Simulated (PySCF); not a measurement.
F3In, SMILES [F][In+]([F])[F] (connectivity only; charge and spin as stated), charge +1, multiplicity 2.

Geometry optimised at r2SCAN-D4/def2-SVP. The def2 effective core potentials stand for the cores of In; spin–orbit coupling is left out.

Two levels are set side by side: PBE/def2-TZVPD (PySCF) and B3LYP/def2-TZVPD (PySCF). Same geometry, gas phase. Differences are taken from unrounded values.

```json
[
 {"quantity": "α-spin orbital gap (eV)", "PBE": "4.21"},
 {"quantity": "β-spin orbital gap (eV)", "PBE": "1.05"},
 {"quantity": "mean polarisability (bohr³)", "PBE": "32.8"}
]
```

Task: These are the PBE values. What does B3LYP give? (An estimate is asked for; the answer gives what the named calculation found.)

Result: 
| quantity | B3LYP | PBE minus B3LYP |
|---|---|---|
| α-spin orbital gap (eV) | 6.50 | -2.29 |
| β-spin orbital gap (eV) | 3.87 | -2.82 |
| mean polarisability (bohr³) | 33.1 | -0.4 |

Rough cost on one machine, each run with all the roots and properties that it gave: B3LYP against PBE within a factor of 2.
